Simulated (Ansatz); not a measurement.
```yaml
crystal:
  periodic: [false, false, false]
  atoms:
    - {symbol: C, position_ang: [-1.211640, -0.965027, 1.333714]}
    - {symbol: N, position_ang: [-0.609769, 0.166101, 0.810197]}
    - {symbol: B, position_ang: [0.232734, 0.287679, -0.228925]}
    - {symbol: C, position_ang: [0.691639, -0.896964, -1.054889]}
    - {symbol: C, position_ang: [0.734159, 1.676061, -0.581077]}
    - {symbol: H, position_ang: [-0.956716, -1.106564, 2.343671]}
    - {symbol: H, position_ang: [-2.259750, -0.912059, 1.269934]}
    - {symbol: H, position_ang: [-0.902662, -1.811886, 0.805190]}
    - {symbol: H, position_ang: [-0.851998, 0.977978, 1.278608]}
    - {symbol: H, position_ang: [0.350603, -1.837417, -0.743291]}
    - {symbol: H, position_ang: [1.742228, -0.933465, -1.079981]}
    - {symbol: H, position_ang: [0.391380, -0.769528, -2.055110]}
    - {symbol: H, position_ang: [0.361459, 2.437985, 0.038571]}
    - {symbol: H, position_ang: [0.483293, 1.922599, -1.572261]}
    - {symbol: H, position_ang: [1.784111, 1.715832, -0.535936]}
basis:
  gaussian: {orbitals: ANO-RCC-VTZP}
total_charge: 4
hamiltonian: {xc: {name: wB97}}
output: {forces: true}
```

```sh
$ ansatz run in.yaml --threads 4 --pin off --events-out ev --progress --plain --max-ram 10444MiB
```

Output, abridged:

```
Functional definition: wB97
1732 factors; their error is unknown
739 factors; integrals over basis functions are off by at most 1.8e-5 eV
mean field evaluation 1: about -5344.3602 eV, gradient 9.7e1 eV
mean field evaluation 2: about -5344.2581 eV, gradient 9.6e1 eV
mean field evaluation 4: about -5364.5981 eV, gradient 5.9e0 eV
mean field evaluation 8: about -5364.8522 eV, gradient 5.4e-1 eV
mean field evaluation 16: about -5364.8233 eV, gradient 3.9e-2 eV
mean field evaluation 32: about -5364.8239 eV, gradient 3.8e-4 eV
mean field -5364.82392087 eV, -197.1536426839 hartree, gradient 3.0e-5 eV, S^2 0.000000; 2 other end points of the search recorded, 0 dependent functions left out
reference -5364.82391367 eV, -197.1536424191 hartree; 18, 18 occupied and 272, 272 virtual orbitals, 1732 factors
Total energy: -5364.82391367 eV, -197.1536424191 hartree
Relativity: scalar
Atom 0 at    -1.211640    -0.965027     1.333714 Å, force     6.298422     1.998673    -6.927925 eV/Å
Atom 1 at    -0.609769     0.166101     0.810197 Å, force    -6.016914    -5.991529     6.304582 eV/Å
Atom 2 at     0.232734     0.287679    -0.228925 Å, force    -1.665449    -0.619427     0.492935 eV/Å
Atom 3 at     0.691639    -0.896964    -1.054889 Å, force     4.159150     2.369650    -4.935762 eV/Å
Atom 4 at     0.734159     1.676061    -0.581077 Å, force     4.563177     0.197100    -5.477133 eV/Å
Atom 5 at    -0.956716    -1.106564     2.343671 Å, force    -0.646889     0.086243     5.768536 eV/Å
Atom 6 at    -2.259750    -0.912059     1.269934 Å, force    -5.538680     0.728203     1.736053 eV/Å
Atom 7 at    -0.902662    -1.811886     0.805190 Å, force     0.395691    -1.915866    -0.976175 eV/Å
Atom 8 at    -0.851998     0.977978     1.278608 Å, force    -1.373941     3.624470     2.483015 eV/Å
Atom 9 at     0.350603    -1.837417    -0.743291 Å, force    -2.205403    -3.023298     3.588608 eV/Å
Atom 10 at     1.742228    -0.933465    -1.079981 Å, force     2.690722    -0.500334    -0.613548 eV/Å
Atom 11 at     0.391380    -0.769528    -2.055110 Å, force    -0.440223     0.933731    -2.673253 eV/Å
Atom 12 at     0.361459     2.437985     0.038571 Å, force    -2.689662     1.583222     4.383318 eV/Å
Atom 13 at     0.483293     1.922599    -1.572261 Å, force    -0.308367     0.131211    -2.886454 eV/Å
Atom 14 at     1.784111     1.715832    -0.535936 Å, force     2.778368     0.397952    -0.266797 eV/Å
Dipole moment:    -0.315564    -0.012764     0.370472 e Å
```

(1) Something in this input is off. What?

Results:

(1) The charge is far from anything that the molecule holds. The run converged. The result belongs to that input, not to the molecule as meant.
